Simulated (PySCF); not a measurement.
A geometry optimisation on `F[Si@@H]1[SiH2][CH2][GeH2]1`.

Method: PBE0-D3(BJ)/def2-SVP geometry optimisation, gas phase (PySCF 2.14.0). Start geometry: GFN2-xTB. A driver script takes a list of jobs; this job's settings line and coordinates (Å) are shown.

Command:
```bash
OMP_NUM_THREADS=1 python probes_run.py task.json out
```

Input:
```
{"job": {"xc": "PBE0", "basis": "def2-SVP", "d3": "d3bj", "grid": 1, "shake": 0.01, "kind": "geom"}, "charge": 0, "multiplicity": 1}
F     -0.558880     2.788710    -0.277120
Si    -0.337000     1.346910    -0.940350
Si    -1.499320    -0.408660     0.079150
C      0.230690    -1.147390     0.667160
Ge     1.519990     0.224880     0.007490
H     -0.296310     1.701970    -2.357820
H     -2.196820    -1.317350    -0.808430
H     -2.350310    -0.083170     1.209140
H      0.233280    -1.285410     1.769080
H      0.371820    -2.136920     0.250260
H      2.325290     0.741760     1.204810
H      2.597270    -0.453600    -0.812390
```

Q: What does the run print?

A: 
```
step   0  E = -2796.98871930  max force = 0.034045
step   1  E = -2796.99766445  max force = 0.006870
step   2  E = -2796.99886729  max force = 0.002878
step   3  E = -2796.99913682  max force = 0.001163
step   4  E = -2796.99918079  max force = 0.000763
step   5  E = -2796.99921302  max force = 0.000777
step   6  E = -2796.99923700  max force = 0.000881
step   7  E = -2796.99928216  max force = 0.001236
step   8  E = -2796.99934830  max force = 0.001256
step   9  E = -2796.99956767  max force = 0.001107
step  10  E = -2796.99963051  max force = 0.000681
step  11  E = -2796.99973061  max force = 0.001040
step  12  E = -2796.99980159  max force = 0.001409
step  13  E = -2797.00000241  max force = 0.001952
step  14  E = -2797.00020407  max force = 0.002520
step  15  E = -2797.00042258  max force = 0.002346
step  16  E = -2797.00067161  max force = 0.001437
step  17  E = -2797.00076186  max force = 0.001634
step  18  E = -2797.00084310  max force = 0.001052
step  19  E = -2797.00087223  max force = 0.000642
step  20  E = -2797.00089641  max force = 0.000521
step  21  E = -2797.00090668  max force = 0.000362
optimisation converged
```

Energies in Eh; «max force» is the largest Cartesian gradient component in Eh/bohr.

Q: How much energy does the optimisation release, in kJ/mol?

A: E(step 0) − E(last step) = 0.012187 Eh, which is 32.0 kJ/mol.

In short: final energy -2797.00091 Eh after 21 steps; dipole 1.90 D.

Q: Where do the atoms end?

A: 0.553 Å rms from the input after alignment:
```
atom  x, y, z in Å
F1     0.1488    2.8782   -0.8125
Si2    0.3433    1.2709   -1.0186
Si3   -0.9882   -0.2681    0.1650
C4     0.5616   -1.3553    0.3745
Ge5    1.9716    0.0509    0.2476
H6     0.4368    1.0225   -2.4909
H7    -2.1736   -0.9281   -0.4650
H8    -1.3924    0.3189    1.4807
H9     0.5983   -1.9595    1.2931
H10    0.6675   -2.0352   -0.4871
H11    2.2335    0.6593    1.6380
H12    3.2966   -0.4305   -0.3726
```

Q: Estimate the wall time. Hardware: one thread, Arm Neoverse V1 (aarch64), on a shared host. And the peak memory of the process?

A: About 3.2 min, with 0.51 GiB resident at the peak, the Python interpreter and its libraries included.
Labels such as C1 count atoms from 1, the log's own numbers from 0.
